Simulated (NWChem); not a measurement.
C₅H₆; SMILES C(#CC)C=C

All runs: NWChem. All runs use the structure optimised with PBE0/def2-SVP. Level: M06-2X/def2-SVP with SMD (1 M gas to 1 M solution), gas-phase geometry.

```tsv
solvent	dielectric constant	solvation free energy (kcal/mol)	cavity-dispersion-structure term (kcal/mol)	dipole in solution (D)
water	78.4	-0.3	4.1	0.76
1-octanol	9.86	(withheld)	0.7	0.74
n-hexane	1.88	-4.2	-2.3	0.67
2-propanol	19.3	-3.8	0.4	0.75
cyclohexane	2.02	-4.0	-1.9	0.68
```

Question: Complete the blanks.

Answer: 
- 1-octanol, solvation free energy (kcal/mol): -3.3
